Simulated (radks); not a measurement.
The nitrogen anion N-, [He] 2s2 2p4, held by a Watson sphere: a shell of charge +1 at radius R that stands for the Madelung well of a crystal (potential energy -1/R inside, -1/r outside, in hartree with lengths in bohr). Method: non-relativistic Kohn-Sham, LDA (Slater exchange, Perdew-Wang correlation), spin-polarised, spherical densities, point nucleus; open shells are filled with parallel spins first; computed with a radial shooting solver on a logarithmic mesh with Libxc functionals. Response by self-consistent Sternheimer equations with the Hartree and adiabatic LDA kernel. The sphere does not respond.

R (bohr)  e(2s down) (eV)  e(2p up) (eV)  e(2p down) (eV)  <r> 2p (bohr)  sum of <r^2> (bohr^2)  X-ray form factor at sin(theta)/lambda = 0.2 1/angstrom  alpha (bohr^3)
1.83              -16.906         -8.224           -5.943          1.666                  17.54                                                    4.843           12.34
2.26              -15.895         -7.366           -5.172          1.759                  19.02                                                    4.741           15.80
2.98              -14.520         -6.133           -4.019          1.906                  21.10                                                    4.652           23.45
3.16              -14.236         -5.869           -3.766          1.942                  21.57                                                    4.640           25.80
3.2               -14.175         -5.813           -3.712          1.950                  21.67                                                    4.638           26.35
3.49              -13.766         -5.430           -3.342          2.007                  22.38                                                    4.624           30.70
3.56              -13.675         -5.344           -3.258          2.021                  22.55                                                    4.622           31.84
3.96              -13.198         -4.896           -2.816          2.101                  23.47                                                    4.611           39.35
